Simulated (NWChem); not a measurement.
Species: GeH$_{4}$; SMILES [GeH4]

```xyz
5

Ge     0.0000     0.0000     0.0000
H      1.0627     0.0000    -1.1108
H      0.4317     0.9580     1.1221
H     -0.1477    -1.4209     0.5679
H     -1.3467     0.4629    -0.5792
```
Atoms are numbered in this order, from 1.

All runs use the structure optimised with PBE0/def2-SVP.

Question: List the 4 lowest vertical singlet excitations from CAM-B3LYP/def2-SVPD, TDA (NWChem).

Answer: 
| state | energy (eV) | oscillator strength | leading excitation (squared amplitude) |
|---|---|---|---|
| S1 | 8.79 | 0.171 | HOMO → LUMO (0.96) |
| S2 | 8.79 | 0.171 | HOMO−2 → LUMO (0.67) |
| S3 | 8.79 | 0.171 | HOMO−1 → LUMO (0.67) |
| S4 | 9.23 | 0.000 | HOMO → LUMO+3 (0.46) |
